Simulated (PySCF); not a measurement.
Harmonic spectrum computed at PBE0 in the def2-SVPD basis family (core potentials from Rb on, PySCF, no spin–orbit coupling):

```csv
symmetry,ω (cm⁻¹),IR (km/mol)
b2,120,8.5
a1,139,26.2
b1,189,50.5
a1,505,22.2
a1,534,77.5
b2,566,182
```

**Question.** Which molecule gave it? In each, all ligands are bound to the one heavy central atom.
A. CuF₃⁻ (doublet)
B. GeF₃⁻ (singlet)
C. SeF₃⁻ (singlet)
D. PdF₃⁻ (singlet)
E. SnF₃⁻ (singlet)

**Answer.** A. It has C2v symmetry with Cu–F 1.829 Å (×3).
